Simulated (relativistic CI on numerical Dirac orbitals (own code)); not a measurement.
Crystal-field levels of Co⁵⁺, 3d4

Calculated by Dirac-Coulomb-Breit CI, orbitals from a KLI potential per configuration, QED by a radiative potential, valence Slater integrals scaled by 0.9, one configuration in a parametric crystal field (own radial code). With so little scaling, terms lie 10 to 35 % too far apart, which can change the order of excited levels.

Field parameters in Wybourne normalisation: Oh B⁴₀ = 21Dq, B⁴₄ = √(5/14) B⁴₀. The field is a parameter set, without covalency.

S and J are read from ⟨S²⟩ = S(S + 1) and ⟨J²⟩ = J(J + 1) of each level; they are not fictitious spins.

Oh, 10Dq = 5900 cm⁻¹, the lowest 16 levels:

```
E (cm⁻¹)  Degeneracy  Irrep     S     J
     0.0           1     A1  2.00  2.55
    52.7           3     T1  2.00  2.68
     105           2      E  2.00  2.81
     144           3     T2  2.00  2.91
     185           1     A2  2.00  3.00
    5744           3     T2  2.00  2.42
    5773           3     T1  2.00  2.61
    5812           1     A1  2.00  2.85
    6260           3     T1  2.00  3.37
    6276           2      E  2.00  3.44
    6571           3     T2  2.00  3.81
   23631           1     A1  1.00  4.78
   23875           3     T1  1.00  4.75
   23981           3     T2  1.00  4.23
   24036           2      E  1.00  4.20
   27368           3     T2  1.00  5.11
```

Oh, 10Dq = 10600 cm⁻¹, the lowest 10 levels:

| E (cm⁻¹) | Degeneracy | Irrep | S | J |
| --- | --- | --- | --- | --- |
| 0.0 | 1 | A1 | 2.00 | 2.76 |
| 38.4 | 3 | T1 | 2.00 | 2.83 |
| 76.0 | 2 | E | 2.00 | 2.89 |
| 106 | 3 | T2 | 2.00 | 2.95 |
| 136 | 1 | A2 | 2.00 | 3.00 |
| 10384 | 3 | T2 | 2.00 | 2.40 |
| 10391 | 3 | T1 | 2.00 | 2.51 |
| 10399 | 1 | A1 | 2.00 | 2.65 |
| 10889 | 3 | T1 | 2.00 | 3.33 |
| 10894 | 2 | E | 2.00 | 3.37 |

Oh, 10Dq = 15300 cm⁻¹, the lowest 10 levels:

```tsv
E (cm⁻¹)	Degeneracy	Irrep	S	J
0.0	1	A1	2.00	2.84
36.3	3	T1	2.00	2.88
71.7	2	E	2.00	2.93
99.7	3	T2	2.00	2.96
128	1	A2	2.00	3.00
15054	1	A1	1.99	2.58
15062	3	T1	2.00	2.47
15066	3	T2	2.00	2.39
15461	1	A1	1.01	4.55
15561	3	T1	1.99	3.31
```

Oh, 10Dq = 20000 cm⁻¹, the lowest 10 levels:

| E (cm⁻¹) | Degeneracy | Irrep | S | J |
| --- | --- | --- | --- | --- |
| 0.0 | 1 | A1 | 1.99 | 2.88 |
| 41.2 | 3 | T1 | 1.99 | 2.91 |
| 80.9 | 2 | E | 2.00 | 2.94 |
| 111 | 3 | T2 | 2.00 | 2.97 |
| 142 | 1 | A2 | 2.00 | 3.00 |
| 11183 | 1 | A1 | 1.01 | 4.52 |
| 11543 | 3 | T1 | 1.01 | 4.36 |
| 12063 | 3 | T2 | 1.00 | 3.96 |
| 12102 | 2 | E | 1.00 | 3.91 |
| 19734 | 1 | A1 | 1.99 | 2.53 |

Oh, 10Dq = 24700 cm⁻¹, the lowest 16 levels:

```csv
E (cm⁻¹),Degeneracy,Irrep,S,J
0.0,1,A1,1.98,2.93
59.1,3,T1,1.99,2.94
115,2,E,1.99,2.96
155,3,T2,2.00,2.98
196,1,A2,2.00,3.00
6900,1,A1,1.03,4.48
7249,3,T1,1.02,4.32
7777,3,T2,1.00,3.92
7824,2,E,1.01,3.89
22077,3,T2,0.06,4.71
24016,2,E,0.19,5.00
24396,1,A1,1.97,2.56
24448,3,T1,1.98,2.48
24493,3,T2,1.99,2.40
24934,3,T1,1.98,3.31
24952,2,E,1.94,3.41
```

The free-ion ground term has S = 2. Every field shown keeps that spin.

Levels of this model without a field, named by their leading LS term: 5D_0 0, 5D_1 197, 5D_2 571, 5D_3 1094, 5D_4 1738, 3H_4 27105, 3H_5 27488, 3H_6 27875 cm⁻¹.
